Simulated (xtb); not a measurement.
H3O4P, triplet, geometry from GFN2-xTB (a higher spin typed on purpose: for a closed-shell molecule this is an excited state). Base run: GFN2-xTB run with xtb.

Here is a job for xtb.
```
$ xtb mol.xyz --gfn 2 --uhf 2 --json

# file mol.xyz
8

O      0.77918714     0.89800259     1.38981789
P     -0.01342712    -0.03654108     0.29402552
O      1.07614325    -0.55931002    -0.64721325
O     -0.93075699    -1.31479553    -0.92120897
O     -0.86101349     1.15096454    -0.32530846
H      1.63291358     0.52824969     1.60995054
H     -0.53564913    -2.18592303    -0.95431307
H     -1.40433700     0.80689686    -1.03471785
```

Variants of this job, named by their change:

| change | ΔE vs base (kJ/mol) | dipole (D) | G_solv (kcal/mol) | SCF cycles |
|---|---|---|---|---|
| base | 0.00 | 1.96 | - | 12 |
| acc = 0.0001 | 0.00 | 1.96 | - | 18 |
| alpb = acetone | -60.7 | 2.18 | -15.88 | 11 |
| alpb = toluene | -24.62 | 2.03 | -5.96 | 12 |
| etemp = 1000 | -0.02 | 1.96 | - | 12 |

ALPB and GBSA are two models with their own fitted parameters for each solvent, which aren't always the measured dielectric constant.
